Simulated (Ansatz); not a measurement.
Consider the formal exchange of groups at a C–C bond: `FC(F)[C@H]1O[C@H]1F` + fluoromethane → `FC[C@@H]1O[C@H]1F` + difluoromethane.

Calculated with Ansatz (gas phase, PBE0-D4/def2-TZVP geometries, no zero-point term in ΔE). CCSD(T)/CBS adds triple-zeta CCSD(T) − MP2 to the extrapolated MP2 energy (def2 sets, frozen cores). This one scheme is used for every species. Functionals use def2-TZVPP. B3LYP here is the variant with VWN-RPA as its local correlation; programs differ in this. Each species was taken in one conformer, which may not be the lowest.

(1) Is it downhill or uphill in electronic energy at CCSD(T)/CBS, and by how much? (Best estimate.)

(2) What do these levels give: PBE-D4, PBE0-D4, B3LYP-D4, ωB97X-V, B2PLYP, r2SCAN, HF/def2-TZVPP, MP2/def2-TZVPP, CCSD/def2-TZVPP, CCSD(T)/def2-TZVPP, HF/CBS(def2), CCSD/CBS(def2)? (An estimate is asked.)

Largest T1 diagnostic among the species: 0.012.

Results:

(1) Ansatz gave: Uphill: ΔE = +3.0 kJ/mol.

(2) Ansatz gave: PBE-D4 3.2, PBE0-D4 2.8, B3LYP-D4 2.9, ωB97X-V 4.2, B2PLYP 1.9, r2SCAN 5.0, HF/def2-TZVPP 0.0, MP2/def2-TZVPP 2.0, CCSD/def2-TZVPP 2.3, CCSD(T)/def2-TZVPP 2.9, HF/CBS(def2) -0.1, CCSD/CBS(def2) 2.4 kJ/mol.
